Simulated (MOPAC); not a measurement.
Input for MOPAC: PM7 on H8 chain, a point of a bond scan (R = 0.900 Å).

```
PM7 1SCF PRECISE CHARGE=0 THREADS=1
H8

H      0.00000000 1     0.00000000 1     0.00000000 1
H      0.00000000 1     0.00000000 1     0.90000000 1
H      0.00000000 1     0.00000000 1     1.80000000 1
H      0.00000000 1     0.00000000 1     2.70000000 1
H      0.00000000 1     0.00000000 1     3.60000000 1
H      0.00000000 1     0.00000000 1     4.50000000 1
H      0.00000000 1     0.00000000 1     5.40000000 1
H      0.00000000 1     0.00000000 1     6.30000000 1
```

It printed:

```
*******************************************************************************
 **                                                                           **
 **                              MOPAC v23.2.5                                **
 **                                                                           **
 *******************************************************************************
 ** MOPAC's Digital Object Identifier: https://doi.org/10.5281/zenodo.6511958 **
 **                                                                           **
 ** Please cite the open-source release paper for use of this MOPAC version:  **
 ** J. E. Moussa and J. J. P. Stewart (2026)                                  **
 ** MOPAC: An open-source semiempirical molecular orbital program             **
 ** J. Open Source Softw., 11(119), 8025, https://doi.org/10.21105/joss.08025 **
 *******************************************************************************

                              PM7 CALCULATION RESULTS

 *******************************************************************************
 *  PM7        - The PM7 Hamiltonian to be used
 *
 *
 *
 *                 CHARGE ON SYSTEM = 0
 *
 *
 *
 *  PRECISE    - TIGHTER CRITERIA TO BE USED
 *  1SCF       - DO 1 SCF AND THEN STOP
 *  THREADS=1  - MULTI-THREADING NOT USED
 *  T=         - A TIME OF 172800.0 SECONDS REQUESTED
 *  DUMP=N     - RESTART FILE WRITTEN EVERY 7200.0 SECONDS REQUESTED
 *******************************************************************************
PM7 1SCF PRECISE CHARGE=0 THREADS=1
 H8

   ATOM   CHEMICAL          X               Y               Z
  NUMBER   SYMBOL      (ANGSTROMS)     (ANGSTROMS)     (ANGSTROMS)

     1       H          0.00000000  *   0.00000000  *   0.00000000  *
     2       H          0.00000000  *   0.00000000  *   0.90000000  *
     3       H          0.00000000  *   0.00000000  *   1.80000000  *
     4       H          0.00000000  *   0.00000000  *   2.70000000  *
     5       H          0.00000000  *   0.00000000  *   3.60000000  *
     6       H          0.00000000  *   0.00000000  *   4.50000000  *
     7       H          0.00000000  *   0.00000000  *   5.40000000  *
     8       H          0.00000000  *   0.00000000  *   6.30000000  *



          CARTESIAN COORDINATES

    NO.       ATOM           X           Y           Z

     1         H          0.0000      0.0000      0.0000
     2         H          0.0000      0.0000      0.9000
     3         H          0.0000      0.0000      1.8000
     4         H          0.0000      0.0000      2.7000
     5         H          0.0000      0.0000      3.6000
     6         H          0.0000      0.0000      4.5000
     7         H          0.0000      0.0000      5.4000
     8         H          0.0000      0.0000      6.3000

 General Reference for PM7:
 "Optimization of Parameters for Semiempirical Methods VI: More Modifications to the
 NDDO Approximations and Re-optimization of Parameters", J. J. P. Stewart, J. Mol. Mod., 1:32, 19 (2013)
 https://link.springer.com/article/10.1007/s00894-012-1667-x

           Empirical Formula: H8  =     8 atoms



      MOLECULAR POINT GROUP   :   D*h


      RHF CALCULATION, NO. OF DOUBLY OCCUPIED LEVELS = 4


 -------------------------------------------------------------------------------
 PM7 1SCF PRECISE CHARGE=0 THREADS=1
 H8



     1SCF WAS SPECIFIED, SO BFGS WAS NOT USED
     SCF FIELD WAS ACHIEVED


                              PM7 CALCULATION
                                                       MOPAC v23.2.5 Linux




          FINAL HEAT OF FORMATION =        -49.33973 KCAL/MOL =    -206.43743 KJ/MOL


          COSMO AREA              =         72.60 SQUARE ANGSTROMS
          COSMO VOLUME            =         41.57 CUBIC ANGSTROMS

          IONIZATION POTENTIAL    =          7.526306 EV
          HOMO LUMO ENERGIES (EV) =         -7.526  3.007
          NO. OF FILLED LEVELS    =          4
          MOLECULAR WEIGHT        =          8.0632         POINT GROUP:  D*h

          MOLECULAR DIMENSIONS (Angstroms)

            Atom       Atom       Distance
            H     8    H     1     6.30000
            H     8    H     1     0.00000
            H     1    H     2     0.00000


          SCF CALCULATIONS        =          1





   ATOM   CHEMICAL          X               Y               Z
  NUMBER   SYMBOL      (ANGSTROMS)     (ANGSTROMS)     (ANGSTROMS)

     1       H          0.00000000  *   0.00000000  *   0.00000000  *
     2       H          0.00000000  *   0.00000000  *   0.90000000  *
     3       H          0.00000000  *   0.00000000  *   1.80000000  *
     4       H          0.00000000  *   0.00000000  *   2.70000000  *
     5       H          0.00000000  *   0.00000000  *   3.60000000  *
     6       H          0.00000000  *   0.00000000  *   4.50000000  *
     7       H          0.00000000  *   0.00000000  *   5.40000000  *
     8       H          0.00000000  *   0.00000000  *   6.30000000  *

                             CARTESIAN COORDINATES

   1    H        0.000000000     0.000000000     0.000000000
   2    H        0.000000000     0.000000000     0.900000000
   3    H        0.000000000     0.000000000     1.800000000
   4    H        0.000000000     0.000000000     2.700000000
   5    H        0.000000000     0.000000000     3.600000000
   6    H        0.000000000     0.000000000     4.500000000
   7    H        0.000000000     0.000000000     5.400000000
   8    H        0.000000000     0.000000000     6.300000000


           Empirical Formula: H8  =     8 atoms



      MOLECULAR POINT GROUP   :   D*h


                  EIGENVALUES
 -21.24795 -17.19117 -12.22155  -7.52631   3.00677   5.78285   7.54610   8.35818


              NET ATOMIC CHARGES AND DIPOLE CONTRIBUTIONS

  ATOM NO.   TYPE          CHARGE      No. of ELECS.   s-Pop
    1          H          -0.081064        1.0811     1.08106
    2          H           0.067233        0.9328     0.93277
    3          H          -0.003066        1.0031     1.00307
    4          H           0.016897        0.9831     0.98310
    5          H           0.016897        0.9831     0.98310
    6          H          -0.003066        1.0031     1.00307
    7          H           0.067233        0.9328     0.93277
    8          H          -0.081064        1.0811     1.08106
 DIPOLE           X         Y         Z       TOTAL
 POINT-CHG.     0.000     0.000     0.000     0.000
 HYBRID         0.000     0.000     0.000     0.000
 SUM            0.000     0.000     0.000     0.000


          ATOMIC ORBITAL ELECTRON POPULATIONS

     Atom    s
    1  H   1.08106
    2  H   0.93277
    3  H   1.00307
    4  H   0.98310
    5  H   0.98310
    6  H   1.00307
    7  H   0.93277
    8  H   1.08106

 **********************
 *                    *
 * JOB ENDED NORMALLY *
 *                    *
 **********************




 == MOPAC DONE ==
```

The run finished.

Cost: around 0.04 core-seconds (rough).
